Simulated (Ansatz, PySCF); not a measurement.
C5H5Cl, SMILES C=CC=C=CCl. Atoms are numbered in the order given.

```xyz
11

C     -3.3214    -0.8970     0.6317
C     -2.1017    -0.7896     0.0880
C     -0.9090    -0.4542     0.8553
C      0.3031    -0.3494     0.3490
C      1.5048    -0.2553    -0.1512
Cl     2.1660     1.2264    -0.7784
H     -4.1944    -1.1484     0.0256
H     -3.4838    -0.7352     1.7018
H     -1.9619    -0.9549    -0.9852
H     -1.0398    -0.2793     1.9324
H      2.1945    -1.1024    -0.2148
```

Coordinates come from a PBE0-D3(BJ)/def2-SVP optimisation. This is a generated structure with no PubChem entry under its InChIKey; it may be hypothetical. Other conformers were not sampled.

Two levels are set side by side: PBE-D3(BJ)/def2-SVP (Ansatz, a program for electronic structure) and PBE0-D3(BJ)/def2-SVP (Ansatz). Each level has its own optimised geometry; the coordinates shown are those of the second. Frequencies come from the Hessian of PySCF at each geometry. Differences are taken from unrounded values.

```csv
quantity,PBE0-D3(BJ)
mean bond length (Å),1.263
bond C1–C2 (Å),1.340
bond C2–C3 (Å),1.457
bond C3–C4 (Å),1.318
bond C4–C5 (Å),1.305
bond C5–Cl6 (Å),1.740
bond C1–H7 (Å),1.092
bond C1–H8 (Å),1.094
bond C2–H9 (Å),1.095
bond C3–H10 (Å),1.099
bond C5–H11 (Å),1.094
highest harmonic wavenumber (cm⁻¹),3274
mean harmonic wavenumber (cm⁻¹),1319
zero-point energy (kcal/mol),50.93
```

Task: What does PBE-D3(BJ) give, and how far is it from PBE0-D3(BJ)? (Estimate from the structure and the level; the computed values follow.)

Result: 
| quantity | PBE-D3(BJ) | PBE-D3(BJ) minus PBE0-D3(BJ) |
|---|---|---|
| mean bond length (Å) | 1.273 | 0.009 |
| bond C1–C2 (Å) | 1.352 | 0.012 |
| bond C2–C3 (Å) | 1.460 | 0.003 |
| bond C3–C4 (Å) | 1.329 | 0.012 |
| bond C4–C5 (Å) | 1.314 | 0.009 |
| bond C5–Cl6 (Å) | 1.757 | 0.018 |
| bond C1–H7 (Å) | 1.100 | 0.008 |
| bond C1–H8 (Å) | 1.102 | 0.008 |
| bond C2–H9 (Å) | 1.103 | 0.008 |
| bond C3–H10 (Å) | 1.108 | 0.009 |
| bond C5–H11 (Å) | 1.103 | 0.008 |
| highest harmonic wavenumber (cm⁻¹) | 3182 | -93 |
| mean harmonic wavenumber (cm⁻¹) | 1273 | -47 |
| zero-point energy (kcal/mol) | 49.13 | -1.80 |

Exact exchange shortens and stiffens bonds; PBE has none. Differences between two approximate levels are no errors against the true value.
